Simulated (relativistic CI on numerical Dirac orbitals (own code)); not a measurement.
**Re2+: 4f photoemission**

Computed with this model: Dirac-Coulomb-Breit CI, separate exchange-only KLI orbitals for each configuration, QED by a radiative potential, valence Slater integrals scaled by 0.8, multiplet model of photoemission in the sudden approximation; configurations [Xe] 4f14 5d5 → [Xe] 4f13 5d5; 80 K; Lorentzian 0.25 eV and Gaussian 0.5 eV FWHM. Energies are those of the free ion, without screening or charge transfer. The energies are binding energies and can lie tens of eV above those of solids. S is read from ⟨S²⟩ = S(S + 1).

free ion: ground-state S = 2.44, centroid 66.91 eV. Peaks (eV, height): 65.6 (100), 68.0 (62).

Strongest unbroadened transitions for free ion:

| Energy (eV) | Relative strength |
| --- | --- |
| 65.39 | 100.0 |
| 65.57 | 84.3 |
| 65.73 | 68.1 |
| 65.90 | 51.9 |
| 66.06 | 35.3 |
| 66.33 | 21.8 |
| 67.73 | 8.4 |
| 67.79 | 10.5 |
| 67.84 | 14.1 |
| 67.96 | 20.4 |
| 67.98 | 12.8 |
| 68.00 | 27.6 |
| 68.02 | 14.1 |
| 68.07 | 20.5 |
| 68.29 | 14.0 |
| 68.43 | 19.2 |
| 68.76 | 10.7 |
| 69.35 | 12.7 |
